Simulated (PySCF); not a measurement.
In²⁺ (indium, charge +2) across methods

[Kr] 4d9 5s1 5p1, one real determinant (an excited configuration). All numbers are calculated (PySCF 2.14, the spin-free X2C one-electron Hamiltonian (Gaussian nucleus), in ANO-RCC-VTZP (7s6p4d2f1g, 68 functions)).

```tsv
method	E (hartree)	mean ε 4d β (eV)	mean ε 5s α (eV)	mean ε 5p α (eV)	Σ⟨r²⟩ (bohr²)	⟨S²⟩
wB97X-V	-5878.81	-47.139	-30.679	-22.455	37.47	3.751
BP86	-5879.77	-42.088	-27.311	-19.381	37.38	3.751
MN15	-5883.18	-45.278	-29.022	-20.878	37.30	3.751
PBE0	-5878.75	-44.568	-28.373	-20.339	37.41	3.751
LDA	-5873.20	-42.100	-27.476	-19.373	37.39	3.750
r2SCAN	-5879.09	-42.572	-27.494	-19.606	37.34	3.752
PBE	-5878.67	-41.964	-27.145	-19.255	37.44	3.751
```

Question: Estimate the same row for UHF.

Answer: E (hartree) = -5876.51224; mean ε 4d β (eV) = -51.102; mean ε 5s α (eV) = -31.347; mean ε 5p α (eV) = -23.098; Σ⟨r²⟩ (bohr²) = 37.71; ⟨S²⟩ = 3.752.

⟨L²⟩ = 8.05 against 12 for a pure F term, so this real determinant mixes terms.
